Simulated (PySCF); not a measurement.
B(OH)(SeH)2 (BH3OSe2), SMILES OB([SeH])[SeH]. Atoms are numbered in the order given.

```xyz
7

B      0.6785     0.0017     0.0000
O      2.0264     0.0852     0.0000
H      2.4879    -0.7586     0.0000
Se    -0.3553    -1.6653     0.0000
H      0.8087    -2.5689     0.0000
Se    -0.2707     1.7100     0.0000
H     -1.6150     1.1159     0.0000
```
Charge 0, spin multiplicity 1.

The structure is a stationary point at PBE0-D3(BJ)/def2-SVP. This is a generated structure with no PubChem entry under its InChIKey; it may be hypothetical. One conformer was computed; it need not be the lowest.

The numbers are results of TDA-CAM-B3LYP/def2-SVPD (PySCF 2.14.0), not measurements.

Vertical excitations. The molecule is in vacuum. State labels are in the subgroup Cs.

Computed UV-visible absorptions:
| state | symmetry | energy (eV) | λ (nm) | f | main pairs |
|---|---|---|---|---|---|
| S1 | A" | 5.14 | 241 | 0.000 | HOMO→LUMO 68 %, HOMO→LUMO+1 14 % |
| S2 | A" | 5.64 | 220 | 0.010 | HOMO−1→LUMO 32 %, HOMO→LUMO+1 31 %, HOMO→LUMO+5 14 %, HOMO−1→LUMO+1 6 % |
| S3 | A' | 5.94 | 209 | 0.239 | HOMO→LUMO+2 93 % |
| S4 | A" | 6.11 | 203 | 0.001 | HOMO→LUMO+3 22 %, HOMO→LUMO+1 22 %, HOMO→LUMO 21 %, HOMO→LUMO+4 9 % |
| S5 | A" | 6.59 | 188 | 0.076 | HOMO→LUMO+5 35 %, HOMO−1→LUMO 23 %, HOMO−1→LUMO+1 14 % |
| S6 | A" | 6.75 | 184 | 0.004 | HOMO→LUMO+4 40 %, HOMO−1→LUMO+1 20 %, HOMO−2→LUMO+2 9 %, HOMO→LUMO+1 8 % |
| S7 | A" | 6.82 | 182 | 0.000 | HOMO→LUMO+3 56 %, HOMO−1→LUMO 18 % |
| S8 | A' | 6.83 | 182 | 0.064 | HOMO−1→LUMO+2 77 % |
| S9 | A" | 6.98 | 178 | 0.000 | HOMO−2→LUMO+2 75 %, HOMO→LUMO+4 13 % |
| S10 | A' | 7.06 | 176 | 0.002 | HOMO−2→LUMO 78 % |
| T1 | A" | 4.78 | 260 | 0 | HOMO→LUMO 58 %, HOMO→LUMO+1 15 % |
| T2 | A' | 5.15 | 241 | 0 | HOMO→LUMO+2 95 % |
| T3 | A" | 5.19 | 239 | 0 | HOMO−1→LUMO 29 %, HOMO→LUMO+1 27 %, HOMO→LUMO+5 14 %, HOMO−1→LUMO+1 7 % |
| T4 | A' | 5.81 | 213 | 0 | HOMO−1→LUMO+2 94 % |
Triplets are in the Tamm–Dancoff approximation.
